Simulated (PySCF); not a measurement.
Ge(H)2(PH2)2 (GeH6P2), SMILES [PH2][GeH2][PH2]. Geometry optimised at PBE0-D3(BJ)/def2-SVP. This is a generated structure with no PubChem entry under its InChIKey; it may be hypothetical. One conformer was computed; it need not be the lowest.

Computed equilibrium geometry at PBE0-D3(BJ)/def2-SVP (PySCF confirms it by a frequency run) as Cartesian coordinates in Å, and its point group (one conformer of several):
point group C2v.
```xyz
9

Ge     0.0000     0.0000     0.6353
P      1.9848     0.0000    -0.5848
P     -1.9848     0.0000    -0.5848
H      0.0000     1.2510     1.5358
H      0.0000    -1.2510     1.5358
H      1.5487    -1.0387    -1.4643
H      1.5487     1.0387    -1.4643
H     -1.5487     1.0387    -1.4643
H     -1.5487    -1.0387    -1.4643
```
Charge 0, spin multiplicity 1.
